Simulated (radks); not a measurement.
The numbers below are computed, except where a source is named.
Species: the ruthenium ion Ru36+. Configuration: [He] 2s2 2p4.

Level of theory: scalar-relativistic Kohn-Sham, SCAN, spin-polarised, spherical densities, finite nucleus; open shells are filled with parallel spins first (spin-orbit coupling, left out, can overturn this in heavy ions); meta-GGA in the generalised Kohn-Sham scheme; Fermi nuclear charge, rms radius 4.4809 fm (a radial shooting solver on a logarithmic mesh with Libxc functionals).

Energy parts (eV):
part                       energy
total                  -87702.913
kinetic                 91543.966
electron-nucleus      -185775.638
Hartree                  8202.570
exchange-correlation    -1673.812

Orbitals (lengths in bohr, moments of r in powers of bohr; <r^-3> diverges for s and p1/2):
orbital  occ.  eigenvalue (eV)  <r^-3>
1s up       1        -24487.62       -
1s down     1        -24462.81       -
2s up       1        -5395.500       -
2s down     1        -5359.406       -
2p up       3        -5115.287    3272
2p down     1        -5068.862    3250

The highest occupied level is 2p down at -5068.9 eV. The density falls to 0.001 e/bohr^3 at r = 0.51 bohr. For comparison, the ionisation energy in NIST's Atomic Spectra Database is 5136 eV (semi-empirical). In exact Kohn-Sham theory the highest level is minus the ionisation energy, but local and semilocal functionals leave it too shallow, through self-interaction and a potential that decays too fast; potentials with the right tail come closer. The electron density at the nucleus is 1.112e+05 e/bohr^3 (large components only). Summed over all electrons, <r^2> = 0.1206 bohr^2, which gives a Langevin (diamagnetic) susceptibility term of -0.0955 x 10^-6 cm^3/mol. The spin density at the nucleus is -15.02 e/bohr^3 (1s -78.14, 2s 63.12).
